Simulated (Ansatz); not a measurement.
These are frozen-core CCSD(T)/cc-pVTZ // B3LYP-D3(BJ)/def2-TZVP (Ansatz, a first-principles code) values and carry that method's errors.

Ansatz 0.2 input:
```yaml
crystal:
  periodic: [false, false, false]
  atoms:
    - { symbol: C, position_ang: [1.720901, -0.370448, -0.281849] }
    - { symbol: N, position_ang: [0.558837, -0.047291, -0.611223] }
    - { symbol: B, position_ang: [-0.571427, 0.600109, -0.046415] }
    - { symbol: N, position_ang: [-1.573077, -0.114642, 0.628721] }
    - { symbol: H, position_ang: [2.148566, -0.171795, 0.710477] }
    - { symbol: H, position_ang: [2.383465, -0.8785, -0.989288] }
    - { symbol: H, position_ang: [-0.704842, 1.774066, -0.224012] }
    - { symbol: H, position_ang: [-2.425109, 0.317247, 0.938562] }
    - { symbol: H, position_ang: [-1.537312, -1.108742, 0.780025] }
basis:
  gaussian: { orbitals: cc-pVTZ }
correlation:
  method: ccsd_t
```

Output:

```
Functional definition: HF
1089 factors; integrals over basis functions are off by at most 1.0e-3 eV
mean field evaluation 1: about -4743.8449 eV, gradient 4.1e1 eV
mean field evaluation 2: about -4743.8477 eV, gradient 4.1e1 eV
mean field evaluation 4: about -4747.5194 eV, gradient 4.0e0 eV
mean field evaluation 8: about -4747.5755 eV, gradient 3.5e-1 eV
mean field evaluation 16: about -4747.5169 eV, gradient 4.0e0 eV
mean field -4747.57652020 eV, -174.4702190945 hartree, gradient 4.0e-6 eV, S^2 0.000000; 0 other end points of the search recorded, 0 dependent functions left out
4 core orbitals not correlated
reference -4747.57652020 eV, -174.4702190945 hartree; 11, 11 occupied and 175, 175 virtual orbitals, 1089 factors
second order -18.35710697 eV of doubles, -0.00000000 eV of singles
cycle   1  -18.55872004 eV  change   -2.0e-1 eV  update   9.2e-2
cycle   2  -19.03502163 eV  change   -4.8e-1 eV  update   2.8e-2
cycle   3  -19.13701917 eV  change   -1.0e-1 eV  update   1.5e-2
cycle   4  -19.12500939 eV  change    1.2e-2 eV  update   4.0e-3
cycle   5  -19.12615177 eV  change   -1.1e-3 eV  update   1.9e-3
cycle   6  -19.12640587 eV  change   -2.5e-4 eV  update   5.0e-4
cycle   7  -19.12607396 eV  change    3.3e-4 eV  update   1.9e-4
cycle   8  -19.12603789 eV  change    3.6e-5 eV  update   7.8e-5
cycle   9  -19.12604475 eV  change   -6.9e-6 eV  update   2.7e-5
perturbative correction -0.81874655 eV, -0.0300883808 hartree
Total energy: -4767.52131150 eV, -175.2031766557 hartree
```

Cost: very roughly 70 core-seconds.
